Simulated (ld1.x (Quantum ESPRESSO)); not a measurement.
**strontium, TM: configuration errors across variants**

| Quantity | Value |
| --- | --- |
| Element | Sr (Z = 38) |
| Generator | ld1.x (Quantum ESPRESSO) 7.5 |
| Type | norm-conserving Troullier–Martins (Kleinman–Bylander form) |
| Functional | LDA (PZ) |
| Relativity | scalar-relativistic |
| Frozen core | [Kr] |
| Valence charge | 2 |
| Reference configuration | 4d0 5s1 5p0 (charge +1) |
| Partial waves | 5p (bound, empty): rc 3.80 bohr; 4d (bound, empty): rc 2.85 bohr; 4f channel at 0.05 Ry: rc 3.00 bohr; 5s (bound): rc 2.75 bohr |
| Local potential | the s channel |
| Core correction | none |

All-electron excitation energies from the reference (eV): (1) 4d0 5s2 5p0 -6.063; (2) 4d0 5s1.5 5p0 -3.651; (3) 4d0 5s1 5p1 -3.672; (4) 4d1 5s1 5p0 -3.724; (5) 4d0 5s0 5p1 3.042; (6) 4d0 5s0 5p2 -1.136; (7) 4d1 5s0 5p0 1.797; (8) 4d0 5s1 5p0 spin -0.177; (9) 4d0 5s1.5 5p0 spin -3.684.

Spin tests fill each open shell by Hund’s rule, majority spin first.

3 further variants failed, have other tests or too few solved ones, and are left out.

A true bound ghost makes a file unfit for plane-wave use even where its test errors are small: the radial tests pick states by their node count and pass the ghost by.

Errors AE − PS in meV (a dash: test not solved or not reliable):

```tsv
change	(1)	(2)	(3)	(4)	(5)	(6)	(7)	(8)	(9)	bound ghosts
base	+46	+17	+10	+278	+49	+25	+395	+84	+27	none
local potential all-electron potential smoothed inside 3.00 bohr (lloc = -2)	+51	+18	+13	+281	+49	+28	+395	+84	+28	s
wave 5p (bound): rc 3.80 bohr becomes 5p (bound): rc 2.84 bohr	+46	+17	+15	+278	+80	+69	+395	+84	+27	p
wave 4f channel at 0.05 Ry: rc 3.00 bohr becomes 4f channel at 0.05 Ry: rc 2.78 bohr	+46	+17	+10	+278	+49	+25	+395	+84	+27	none
```

Problem. Give the same row for: core correction a·sin(br)/r model core inside 2.86 bohr.

Solution. +1.2, 0.0, +2.9, -10, -12, -8.4, +4.1, +3.2, +0.9; bound ghosts: none.
